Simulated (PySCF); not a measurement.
CF3CHF2: calculation against experiment

**Experimental background.**

From NIST CCCBDB Release 22 (SRD 101), experimental dipoles, for the gas: dipole moment (dielectric constant against temperature) 1.563 ± 0.005 D.

From NIST CCCBDB Release 22 (SRD 101), experimental polarizabilities, for the gas: mean polarisability 4.623 Å³.

The runs below try to reproduce these values; the comparison stands at the end.

Compound: CF3CHF2, C2HF5.
SMILES with atom numbers: `[F:1][CH:2]([F:3])[C:4]([F:5])([F:6])[F:7]` (hydrogens: H8 on C2)

Structure used (GFN2-xTB), in Å, numbered top down from 1:
```
atom  x, y, z in Å
F1     1.1038   -1.1999    0.6685
C2     0.7824   -0.1193   -0.0574
F3     1.4224    0.9363    0.4660
C4    -0.7485    0.1130    0.0020
F5    -1.1941    0.2977    1.2363
F6    -1.0779    1.1838   -0.7228
F7    -1.3891   -0.9355   -0.5183
H8     1.1100   -0.2667   -1.0988
```

Runs made with PySCF (gas phase, on this GFN2-xTB geometry; no spin–orbit coupling):

```json
{"level": "B3LYP/def2-SVPD", "job": "8 singlets by full TDDFT, 3 Tamm–Dancoff triplets, polarisability", "basis functions": "163", "wall time": "18 s"}
```

Hardware: Arm Neoverse V2, one thread, on a shared host.

**Comparison with experiment**

**Dipole moment.** Measured: 1.563 D (NIST CCCBDB Release 22 (SRD 101), experimental dipoles).

```tsv
level	computed (D)	computed − measured (D)	% (from the printed values)
B3LYP/def2-SVPD	1.544	-0.019	-1
```

The computed dipoles belong to one fixed geometry; measured ones are averaged over vibrations unless marked μe. Magnitudes are compared, not signs.

**Mean polarisability.** Measured: 4.623 Å³ (NIST CCCBDB Release 22 (SRD 101), experimental polarizabilities).

```
          level  computed (Å³)  computed − measured (Å³)  % (from the printed values)
B3LYP/def2-SVPD          4.656                    +0.033                           +1
```

The computed values are static and purely electronic, with core orbitals frozen in the response (1 au = 0.148185 Å³). The table of measured values doesn't say here whether a value is static or optical, or holds a vibrational part.

The geometry is computed, not the measured one. Where a level misses, the cause wasn't examined.
